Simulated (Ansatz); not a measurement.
The same path of a periodic cell of 13 atoms, Al12O (surface Al(111), adsorbate O) was run twice with different band settings. Lost on the way: Al11–O13. Made: Al9–O13.

Theory: Ansatz, DFT LDA, scalar-relativistic, plane waves, PAW. Settings: PAW set soft_1, cutoff 420 eV, k mesh 3x3x1, gaussian smearing 0.1 eV, no spin polarisation.

Relaxed end points:

```xyz
13
Lattice="5.7276 0.0000 0.0000 2.8638 4.9602 0.0000 0.0000 0.0000 17.6765" Properties=species:S:1:pos:R:3
Al 1.432 0.827 1.000
Al 4.296 0.827 1.000
Al 2.864 3.307 1.000
Al 5.728 3.307 1.000
Al -0.002 1.654 3.296
Al 2.862 1.655 3.323
Al 1.430 4.134 3.296
Al 4.294 4.135 3.296
Al -0.002 0.001 5.498
Al 2.863 0.061 5.661
Al 1.484 2.450 5.662
Al 4.242 2.450 5.661
O 5.726 3.308 6.346
```

```xyz
13
Lattice="5.7276 0.0000 0.0000 2.8638 4.9602 0.0000 0.0000 0.0000 17.6765" Properties=species:S:1:pos:R:3
Al 1.432 0.827 1.000
Al 4.296 0.827 1.000
Al 2.864 3.307 1.000
Al 5.728 3.307 1.000
Al -0.002 1.654 3.296
Al 2.862 1.655 3.296
Al 1.430 4.135 3.296
Al 4.294 4.135 3.323
Al 0.052 -0.030 5.662
Al 2.810 -0.030 5.661
Al 1.430 2.481 5.498
Al 4.295 2.542 5.661
O 7.158 5.788 6.346
```

Common settings: climbing image yes; spring 5.0 eV/Å²; optimiser quadratic models (default); end points relaxed; atoms held 1 to 4.

| run | movable images | start path | force threshold | iteration limit |
| --- | --- | --- | --- | --- |
| 1 | 5 | straight line | 0.05 eV/Å | 58 |
| 2 | 3 | default | 0.2 eV/Å | 41 |

(1) What does each run give, and how far can it be trusted?

## Answers

(1) Run 1: converged after 52 iterations, highest image 0.825 eV above the first end. The profile has 2 maxima (images 1, 5) with wells between them (image 3): this band takes more than one step, which may be the mechanism or a detour left from its start path. By the program's own check the climbing image is a first-order saddle point (lowest curvatures found: -2.85 and 0.17 eV/Å²).
Run 2: converged after 18 iterations, highest image 1.007 eV above the first end. The threshold of 0.2 eV/Å is loose, so the images may lie well off the minimum-energy path. The profile has 2 maxima (images 1, 3) with wells between them (image 2): this band takes more than one step, which may be the mechanism or a detour left from its start path. The order of the stationary point at the top wasn't checked.
Limits of this set-up: coarse k mesh, thin slab, slab without dipole correction, PAW files made for another functional.
